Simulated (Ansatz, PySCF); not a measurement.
Pair of molecules: N2 (SMILES N#N) (first 2 atoms) with CH3F (SMILES CF); geometry from B3LYP-D3(BJ)/def2-TZVP, rigid monomers moved along the line of their centres of mass till N1···F4 is 2.83 Å.
(charge 0, multiplicity 1):
```tsv
atom	x (Å)	y (Å)	z (Å)
N	-0.4320	0.0213	-0.0446
N	0.4995	0.0534	-0.6109
C	-0.4095	-0.5196	3.1227
F	0.8076	-0.4933	2.4503
H	-1.2093	-0.3354	2.4049
H	-0.5341	-1.5006	3.5829
H	-0.4035	0.2571	3.8884
```

Monomers are frozen at their geometry in the pair; levels with a basis set take the counterpoise correction.

Cores are frozen in the correlated methods. CBS(a, b) extrapolates the correlation energy as X⁻³ and adds the Hartree–Fock energy of set b.

Programs: Ansatz (a program for electronic structure) with Gaussian orbitals; PySCF for the dispersion terms. Each number belongs to the level named beside it.

PBE/def2-TZVPPD gives 0.26 kcal/mol for the interaction energy.

### Question
Predict the shift from PBE, with its sign, for: PBE-D3(BJ)/def2-TZVPPD, r2SCAN/def2-TZVPPD, PBE0/def2-TZVPPD, wB97M-V/def2-TZVPPD, MP2/CBS(aug-cc-pVDZ, aug-cc-pVTZ), MP2/CBS(aug-cc-pVDZ, aug-cc-pVTZ) + ΔCCSD(T)/aug-cc-pVDZ.

### Answer
PBE-D3(BJ)/def2-TZVPPD -0.67; r2SCAN/def2-TZVPPD -0.40; PBE0/def2-TZVPPD 0.04; wB97M-V/def2-TZVPPD -0.62; MP2/CBS(aug-cc-pVDZ, aug-cc-pVTZ) -0.88; MP2/CBS(aug-cc-pVDZ, aug-cc-pVTZ) + ΔCCSD(T)/aug-cc-pVDZ -0.72 kcal/mol. 1 of 6 lie above PBE; the widest gap is to MP2/CBS(aug-cc-pVDZ, aug-cc-pVTZ).
